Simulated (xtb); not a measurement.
A run for xtb: GFN1-xTB on ZrCl, 2S+1 = 4, a spin state set in the input, which need not be the lowest, a point of a bond scan (R = 2.181 Å).

```
$ xtb mol.xyz --gfn 1 --sp --chrg 0 --uhf 3
2

Zr     0.00000000     0.00000000     0.00000000
Cl     0.00000000     0.00000000     2.18122300
```

Output:

```
[...]
           -------------------------------------------------
          |                Calculation Setup                |
           -------------------------------------------------



           -------------------------------------------------
          |                 G F N 1 - x T B                 |
           -------------------------------------------------

        Reference                      10.1021/acs.jctc.7b00118
      * Hamiltonian:
        H0-scaling (s, p, d)           1.850000    2.250000    2.000000
        zeta-weighting                 0.000000
      * Dispersion:
        s8                             2.400000
        a1                             0.630000
        a2                             5.000000
        s9                             0.000000
      * Repulsion:
        kExp                           1.500000
        rExp                           1.000000
      * Coulomb:
        alpha                          2.000000
        third order                    atomic
        anisotropic                    false
      * Halogen bond correction:
        rad-scale                      1.300000
        damping                        0.440000


          ...................................................
          :                      SETUP                      :
          :.................................................:
          :  # basis functions                  20          :
          :  # atomic orbitals                  18          :
          :  # shells                            6          :
          :  # electrons                        11          :
          :  # halogen bonds                     0          :
          :  max. iterations                   250          :
          :  Hamiltonian                  GFN1-xTB          :
          :  restarted?                      false          :
          :  GBSA solvation                  false          :
          :  PC potential                    false          :
          :  electronic temp.          300.0000000     K    :
          :  accuracy                    1.0000000          :
          :  -> integral cutoff          0.2500000E+02      :
          :  -> integral neglect         0.1000000E-07      :
          :  -> SCF convergence          0.1000000E-05 Eh   :
          :  -> wf. convergence          0.2000000E-04 e    :
          :  Broyden damping             0.4000000          :
          :  net charge                          0          :
          :  unpaired electrons                  3          :
          ...................................................

 iter      E             dE          RMSdq      gap      omega  full diag
   1     -5.4773031 -0.547730E+01  0.151E+01    0.00       0.0  T
   2     -5.4807759 -0.347282E-02  0.897E+00    0.00       1.0  T
   3     -5.4813075 -0.531539E-03  0.555E-01    0.00       1.0  T
   4     -5.4814187 -0.111234E-03  0.526E-02    0.00       1.3  T
   5     -5.4814200 -0.124225E-05  0.400E-03    0.00      17.7  T
   6     -5.4814200 -0.610498E-10  0.260E-04    0.00     271.9  T
   7     -5.4814200 -0.268168E-10  0.343E-06    0.00   20617.2  T
   8     -5.4814200 -0.888178E-15  0.143E-07    0.00  100000.0  T

   *** convergence criteria satisfied after 8 iterations ***

         #    Occupation            Energy/Eh            Energy/eV
      -------------------------------------------------------------
         1        2.0000           -0.9040184             -24.5996
         2        2.0000           -0.4749377             -12.9237
         3        2.0000           -0.4702522             -12.7962
         4        2.0000           -0.4702522             -12.7962
         5        0.9971           -0.2702580              -7.3541
         6        0.9971           -0.2702580              -7.3541
         7        0.5026           -0.2647270              -7.2036 (HOMO)
         8        0.5026           -0.2647270              -7.2036 (LUMO)
         9        0.0007           -0.2577944              -7.0149
        10                         -0.1432790              -3.8988
        11                         -0.1186532              -3.2287
        12                         -0.1186532              -3.2287
       ...                                ...                  ...
        18                          0.3741724              10.1817
      -------------------------------------------------------------
                  HL-Gap            0.0000000 Eh            0.0000 eV
             Fermi-level           -0.3174861 Eh           -8.6392 eV

 SCC (total)                   0 d,  0 h,  0 min,  0.001 sec
 SCC setup                      ...        0 min,  0.000 sec (  3.599%)
 Dispersion                     ...        0 min,  0.000 sec (  1.664%)
 classical contributions        ...        0 min,  0.000 sec (  0.689%)
 integral evaluation            ...        0 min,  0.000 sec ( 25.543%)
 iterations                     ...        0 min,  0.001 sec ( 42.774%)
 molecular gradient             ...        0 min,  0.000 sec ( 20.590%)
 printout                       ...        0 min,  0.000 sec (  4.671%)

         :::::::::::::::::::::::::::::::::::::::::::::::::::::
         ::                     SUMMARY                     ::
         :::::::::::::::::::::::::::::::::::::::::::::::::::::
         :: total energy              -5.452076828811 Eh    ::
         :: gradient norm              0.087254630637 Eh/a0 ::
         :: HOMO-LUMO gap              0.000000000000 eV    ::
         ::.................................................::
         :: SCC energy                -5.481419953932 Eh    ::
         :: -> electrostatic           0.006133415515 Eh    ::
         :: repulsion energy           0.029810856523 Eh    ::
         :: dispersion energy         -0.000467731402 Eh    ::
         :: halogen bond corr.         0.000000000000 Eh    ::
         :: add. restraining           0.000000000000 Eh    ::
         :: total charge               0.000000000000 e     ::
         :::::::::::::::::::::::::::::::::::::::::::::::::::::

           -------------------------------------------------
          |                Property Printout                |
           -------------------------------------------------

    * Orbital Energies and Occupations

         #    Occupation            Energy/Eh            Energy/eV
      -------------------------------------------------------------
         1        2.0000           -0.9040184             -24.5996
         2        2.0000           -0.4749377             -12.9237
         3        2.0000           -0.4702522             -12.7962
         4        2.0000           -0.4702522             -12.7962
         5        0.9971           -0.2702580              -7.3541
         6        0.9971           -0.2702580              -7.3541
         7        0.5026           -0.2647270              -7.2036 (HOMO)
         8        0.5026           -0.2647270              -7.2036 (LUMO)
         9        0.0007           -0.2577944              -7.0149
        10                         -0.1432790              -3.8988
        11                         -0.1186532              -3.2287
        12                         -0.1186532              -3.2287
        13                         -0.0180204              -0.4904
        14                         -0.0180204              -0.4904
        15                         -0.0082163              -0.2236
        16                          0.0030255               0.0823
        17                          0.0030255               0.0823
        18                          0.3741724              10.1817
      -------------------------------------------------------------
                  HL-Gap            0.0000000 Eh            0.0000 eV
Note: The following floating-point exceptions are signalling: IEEE_DENORMAL
normal termination of xtb
             Fermi-level           -0.3174861 Eh           -8.6392 eV

  Mulliken/CM5 charges         n(s)   n(p)   n(d)
     1Zr    0.36879  0.50693   0.175  0.409  3.046
     2Cl   -0.36879 -0.50693   1.822  5.550 -0.003

Wiberg/Mayer (AO) data.
largest (>0.10) Wiberg bond orders for each atom

 ---------------------------------------------------------------------------
     #   Z sym  total        # sym  WBO       # sym  WBO       # sym  WBO
 ---------------------------------------------------------------------------
     1  40 Zr   1.131 --     2 Cl   1.131
     2  17 Cl   1.131 --     1 Zr   1.131
 ---------------------------------------------------------------------------

Topologies differ in total number of bonds
Writing topology from bond orders to xtbtopo.mol

 dipole moment from electron density (au)
     X       Y       Z
   0.0000  -0.0000  -2.6719  total (Debye):    6.791


           -------------------------------------------------
          | TOTAL ENERGY               -5.452076828811 Eh   |
          | GRADIENT NORM               0.087254630637 Eh/α |
          | HOMO-LUMO GAP               0.000000000000 eV   |
           -------------------------------------------------

------------------------------------------------------------------------
------------------------------------------------------------------------
 total:
 SCF:
```

The run finished.

Cost: roughly 0.010 core-seconds.
